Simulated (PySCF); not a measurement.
Species: C6H5Cl.
SMILES with atom numbers: `[Cl:1][CH:2]=[C:3]1[CH:4]=[CH:5][CH:6]=[CH:7]1` (hydrogens: H8 on C2; H9 on C4; H10 on C5; H11 on C6; H12 on C7)

Computed with PySCF at CAM-B3LYP/def2-SVPD, non-relativistic, on one gas-phase PBE0-D3(BJ)/def2-SVP geometry that isn't relaxed in the solvent. The solvent is an IEF-PCM continuum (cavity from Bondi-type radii × 1.2), and excitations are vertical TDDFT with non-equilibrium linear response and a frozen core. Specific hydrogen bonds and non-electrostatic terms are outside this model.

Gas-phase singlets (H = HOMO, L = LUMO):

```json
{"state": "S1", "E (eV)": "3.401", "λ (nm)": "365", "f": "0.009", "leading configuration": "H→L 100%"}
{"state": "S2", "E (eV)": "4.914", "λ (nm)": "252", "f": "0.494", "leading configuration": "H-1→L 96%"}
{"state": "S3", "E (eV)": "6.019", "λ (nm)": "206", "f": "0.000", "leading configuration": "H-2→L 96%"}
{"state": "S4", "E (eV)": "6.583", "λ (nm)": "188", "f": "0.001", "leading configuration": "H→L+2 64%"}
{"state": "S5", "E (eV)": "6.602", "λ (nm)": "188", "f": "0.000", "leading configuration": "H-4→L 96%"}
```

Q: Give the list for chloroform (ε = 4.711), n² = 2.09.

A: 
```
state  E (eV)  λ (nm)      f  leading configuration  change by rank (eV)
   S1   3.410     364  0.013               H→L 100%               +0.009
   S2   4.750     261  0.634              H-1→L 97%               -0.164
   S3   6.029     206  0.000              H-2→L 96%               +0.010
   S4   6.570     189  0.000              H-4→L 97%               -0.013
   S5   6.594     188  0.000              H→L+2 56%               -0.008
```

Q: What are the lowest 5 singlets in dimethylsulfoxide (ε = 46.83)?

A: 
```tsv
state	E (eV)	λ (nm)	f	leading configuration	change by rank (eV)
S1	3.428	362	0.013	H→L 100%	+0.027
S2	4.747	261	0.641	H-1→L 97%	-0.167
S3	6.024	206	0.000	H-2→L 95%	+0.005
S4	6.556	189	0.000	H-4→L 97%	-0.027
S5	6.592	188	0.000	H→L+2 59%	-0.010
```

Q: How do the frontier levels move from gas to dimethylsulfoxide?

A: 
| orbital | gas (eV) | solvent (eV) | change (eV) |
| --- | --- | --- | --- |
| LUMO+2 | 1.51 | 1.71 | +0.20 |
| LUMO+1 | 1.49 | 1.50 | +0.01 |
| LUMO | -1.19 | -1.14 | +0.05 |
| HOMO | -7.84 | -7.84 | 0.00 |
| HOMO-1 | -8.50 | -8.49 | +0.01 |
| HOMO-2 | -10.65 | -10.64 | +0.01 |
| HOMO-3 | -11.53 | -11.55 | -0.02 |

The HOMO–LUMO gap goes from 6.65 to 6.70 eV.

Hardware: an Arm Neoverse V2 with one thread, no GPU, on a shared host. Cost: 25 s of wall time. This is the whole response run at CAM-B3LYP/def2-SVPD in dimethylsulfoxide, SCF included.
